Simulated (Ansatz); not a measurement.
PBE exchange is replaced step by step with exact exchange (0 % is PBE, 25 % PBE0; no dispersion term), basis def2-TZVP, Ansatz. System: Au2Br (the lowest doublet isomer of a short search). Total charge 0; doublet. Geometry: PBE-D4/def2-TZVP, each spin state at its own.

The relaxed quartet has other bonds than the doublet, so its gap is one between isomers.

Geometry of the doublet:

```xyz
3

Au    0.083   -0.377    0.007
Au   -1.570    0.189   -1.850
Br    1.487    0.189    1.843
```

In the def2 sets Au takes a core potential; there is no spin–orbit coupling. The structure comes from a short search, and lower isomers may exist.

HOMO and LUMO are taken over both spins.

| exact exchange (%) | HOMO (eV) | LUMO (eV) | gap (eV) | ⟨S²⟩ | quartet − doublet (kJ/mol) |
| --- | --- | --- | --- | --- | --- |
| 5 | -6.82 | -6.18 | 0.63 | 0.753 | 205.4 |
| 10 | -7.04 | -6.04 | 1.00 | 0.754 | 206.6 |
| 15 | -7.23 | -5.90 | 1.33 | 0.756 | 208.0 |
| 25 | -7.56 | -5.60 | 1.96 | 0.760 | 212.1 |
| 35 | -7.90 | -5.30 | 2.60 | 0.764 | 217.8 |
| 50 | -8.43 | -4.81 | 3.61 | 0.768 | 230.0 |

Q: Fit a straight line to the column «quartet − doublet (kJ/mol)» against the share of exact exchange and predict its value at 0 %.

A: With x = exact exchange (%) and y = quartet − doublet (kJ/mol): mean x = 23.33, mean y = 213.3; Σ(x − x̄)(y − ȳ) = 774.2, Σ(x − x̄)² = 1433; slope b = 0.5403, intercept a = ȳ − b·x̄ = 200.7. The residuals of the fitted rows reach 2.3. At x = 0 the line gives 200.7 + (0.5403 × 0) = 200.7; the run gave 204.7, 4.0 more than the line.
